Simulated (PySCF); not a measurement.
A GIAO shielding run with PySCF 2.14.0 with density-fitted response routines (density fitting, non-relativistic, gas phase) on `C(C#C)C(C)(C)C[SiH2]P`, C₇H₁₅PSi:

```
$ OMP_NUM_THREADS=1 python probes_run.py task.json out

{"job": {"kind": "nmr", "xc": "PBE0", "basis": "pcSseg-1"}, "charge": 0, "multiplicity": 1}
C     -1.933241     2.659075     0.244785
C     -1.674828     1.533877     0.559797
C     -1.370747     0.166720     0.923797
C     -0.714324    -0.621133    -0.224959
C     -1.706071    -0.728906    -1.388656
C     -0.376752    -2.026418     0.271921
C      0.546730     0.096841    -0.716155
Si     1.930587     0.446954     0.544268
P      3.525472     1.480192    -0.647989
H     -2.159398     3.647029    -0.024780
H     -0.702863     0.172766     1.788990
H     -2.301170    -0.329294     1.216498
H     -1.980962     0.260762    -1.746788
H     -2.613225    -1.242945    -1.075977
H     -1.267092    -1.286246    -2.213572
H     -1.284285    -2.569093     0.530328
H      0.144843    -2.586224    -0.501312
H      0.258294    -1.984740     1.152828
H      0.969895    -0.480234    -1.543946
H      0.247622     1.060655    -1.138849
H      1.536830     1.381092     1.606321
H      2.436518    -0.778857     1.184982
H      4.002380     0.330864    -1.250223
H      4.474052     1.417029     0.353351
```

Hardware: 1 thread of an Arm Neoverse V1, shared host. The job also computes population analyses, field gradients.

(1) How large is the calculation?

(2) How long does it take, and how much memory does it need?

Answers

(1) 86 electrons, 242 basis functions and 1297 auxiliary functions.

(2) 69 s of wall time, with 14 SCF cycles and 5 response iterations; peak memory 1.1 GiB. Times on a shared host scatter by some tens of per cent.
